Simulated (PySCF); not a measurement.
Computed shifts of a molecule C2H9ClSi3, B3LYP/pcSseg-1 (PySCF), GIAO, gas phase, atoms alike by connectivity averaged where their shifts nearly agree, in ppm (number of nuclei): ¹³C: -3.0 (1), -4.5 (1). ²⁹Si: 14.7 (1), -10.1 (1), -40.6 (1). ¹H: 5.95 (1), 5.22 (1), 4.96 (1), 4.75 (1), 0.87 (3), 0.65 (1), 0.29 (1). References: ¹³C against TMS (σ = 181.3 ppm); ²⁹Si against TMS (σ = 338.7 ppm); ³⁵Cl against HCl (σ = 933.3 ppm); ¹H against TMS (σ = 31.68 ppm), references at their B3LYP-D3(BJ)/def2-TZVP geometries, non-relativistic (without spin–orbit terms, shifts of atoms bonded to Cl or Br come out too high). Geometry: r2SCAN-D4/def2-SVP. Other conformers were not sampled.

Task: Which structure fits?
A. Cl[Si@@H]1C[SiH2]C[SiH2]1
B. [SiH3]/C=C(\[SiH3])[SiH2]Cl
C. C[Si@@H]1C[SiH2][Si@@H]1Cl
D. C[Si@@H]1[SiH2]C[Si@H]1Cl

Result: C, C[Si@@H]1C[SiH2][Si@@H]1Cl
